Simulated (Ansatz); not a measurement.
`[BH2][SnH2][SiH2][SiH3]` + `[SiH3]S` → `BS[SiH3]` + `[SiH3][SiH2][SnH3]` at 600 K and 1 bar (cleavage of the B–Sn bond).

Isolated molecules relaxed with PBE0-D4/def2-TZVP in Ansatz; ΔE leaves out vibrations. CCSD(T)/CBS adds triple-zeta CCSD(T) − MP2 to the extrapolated MP2 energy (def2 sets, frozen cores). Elements past krypton have def2 core potentials. For Sn outer-core shells are correlated without core-valence functions, which leaves a few kJ/mol of doubt a bond. Each species was taken in one conformer, which may not be the lowest.

```json
{"species": "`[BH2][SnH2][SiH2][SiH3]`", "CCSD(T)/CBS energy (Eh)": "-822.33733", "H − E (kJ/mol)": "282.1", "S (J/(mol·K))": "555.6"}
{"species": "`[SiH3]S`", "CCSD(T)/CBS energy (Eh)": "-689.27336", "H − E (kJ/mol)": "126.3", "S (J/(mol·K))": "326.2"}
{"species": "`BS[SiH3]`", "CCSD(T)/CBS energy (Eh)": "-714.68055", "H − E (kJ/mol)": "173.8", "S (J/(mol·K))": "379.2"}
{"species": "`[SiH3][SiH2][SnH3]`", "CCSD(T)/CBS energy (Eh)": "-796.96755", "H − E (kJ/mol)": "233.0", "S (J/(mol·K))": "488.2"}
```

H − E and S are ideal-gas, rigid-rotor, harmonic terms from PBE0-D4/def2-TZVP, for one conformer and one mirror image of each species. 1 Eh = 2625.50 kJ/mol, R = 8.31446 J/(mol·K).

Q: By hand: ΔE, ΔH, ΔS and ΔG.

A: ΔE = (-714.68055) + (-796.96755) − (-822.33733) − (-689.27336) = -0.03741 Eh = -98.2 kJ/mol. Δ(H − E) = 173.8 + 233.0 − 282.1 − 126.3 = -1.6, so ΔH = -99.8 kJ/mol. ΔS = 379.2 + 488.2 − 555.6 − 326.2 = -14.4 J/(mol·K). ΔG = -99.8 − 600 × (-14.4)/1000 = -91.2 kJ/mol.

Q: By hand: the equilibrium constant, and the temperature at which ΔG would vanish if ΔH and ΔS stayed fixed.

A: log₁₀ K = −ΔG/(RT ln 10) = 7.9. ΔG = 0 at ΔH/ΔS = 6931 K, far beyond where these terms or the molecules hold.

The number of gas molecules stays the same, so ΔS is small and ΔH decides. A doubt of 5 kJ/mol in ΔE shifts log₁₀ K by 0.4 here. Other conformers and mirror images would add mixing entropy, several J/(mol·K) or more a flexible species. Modes under 60 cm⁻¹, often nearly free rotors, make the harmonic entropy too high. These are equilibria of isolated gas molecules and say nothing of rates. Largest T1 diagnostic: 0.014 (customary marks: 0.02 for closed shells, 0.045 for open ones).
